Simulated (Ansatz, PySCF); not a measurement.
Breaking the Ga1–F2 bond in GaF (multiplicity 1 held). Energies count from the point at 1.800 Å.


Restricted levels (R-, RO-) in cc, def2 and unpolarised 6-31G sets keep to the state of the molecule at rest. U- levels take the lowest unrestricted solution at each point, which mixes spins at long bonds. Left out are points that failed, MP2 points that dive below the minimum, coupled-cluster points behind a jump of the amplitudes or a sharp parting from full CI or MRCI, small-basis points behind a change of solution, and semi-empirical points at long bonds. Levels need not reach the same state.

Cores are frozen in the correlated methods. Filled d and f shells under p-block atoms count as core. Rows in 3-21G, LANL2DZ carry no dispersion term and start afresh at each structure; the Pople sets are all-electron and without relativity. LANL2DZ brings its own core potentials from Na on.

Run with Ansatz (a first-principles code); PySCF for 3-21G rows, LANL2DZ rows. Values without a source in brackets are computed.

Energies in kcal/mol.

```tsv
R (Å)	R-HF/3-21G	U-HF/cc-pVTZ	R-B3LYP/LANL2DZ	R-wB97X-V/cc-pVTZ	R-MP2/cc-pVTZ	U-MP2/cc-pVTZ
1.440	44.8	56.2	41.3	59.4	62.8	62.8
1.620	0.1	7.3	6.0	9.1	10.3	10.3
1.800	0.0	0.0	0.0	0.0	0.0	0.0
1.980	16.0	8.3	6.3	7.0	6.6	6.6
2.161	36.2	21.7	17.5	19.8	19.5	19.5
2.431	65.2	43.3	36.7	41.3	41.3	41.3
2.701	89.4	62.8	54.9	61.2	61.8	61.8
3.151	118.8	88.7	79.3	88.3	89.8	89.8
3.601	140.1	94.0	96.6	108.4	110.8	139.2
4.141	160.8	95.3	110.5	126.2	129.9	143.5
4.861	180.9	95.8	121.7	142.7	148.5	144.9
5.761	195.5	96.0	left out	155.3	163.3	145.2
7.202	206.6	96.0	left out	166.0	176.4	145.3
```

Doubts at one or more of the structures used: a restricted determinant that unrestricted orbitals would lower (R-HF/3-21G, R-B3LYP/LANL2DZ, R-wB97X-V/cc-pVTZ, R-MP2/cc-pVTZ); a spin-contaminated determinant (U-HF/cc-pVTZ, U-MP2/cc-pVTZ).
